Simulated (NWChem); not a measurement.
CH₄O₄Si; SMILES O[SiH](O)C(O)=O

```xyz
10

O     -1.0944     1.4080     0.6327
C     -0.1026     1.0587     0.0345
O      0.8695     1.9037    -0.3065
Si     0.1020    -0.7909    -0.4348
O     -1.4170    -1.3868    -0.1883
O      1.2507    -1.3536     0.6146
H      0.6139     2.7842     0.0222
H      0.4880    -1.0504    -1.8435
H     -1.9334    -0.8071     0.3899
H      1.5395    -2.2661     0.5207
```
Atoms are numbered in this order, from 1.

Program: NWChem. Pople sets run with spherical d functions. The geometry was optimised at PBE0/def2-SVP. B3LYP is NWChem's, with the RPA form of VWN correlation. Atomic charges in e: unrestrained fits to the electrostatic potential beside Mulliken populations; buried atoms are poorly determined by the fit.

For level B3LYP/def2-SVP:

| Item | Result |
|---|---|
| Mulliken O1 | -0.26 |
| Mulliken C2 | 0.03 |
| Mulliken O3 | -0.16 |
| ESP Si4 | 0.85 |
| Mulliken Si4 | 0.74 |
| ESP O5 | -0.66 |
| Mulliken O5 | -0.38 |

What are these values for level Hartree-Fock/6-31G*?

Mulliken O1: -0.58
Mulliken C2: 0.51
Mulliken O3: -0.72
ESP Si4: 1.04
Mulliken Si4: 1.25
ESP O5: -0.77
Mulliken O5: -0.89
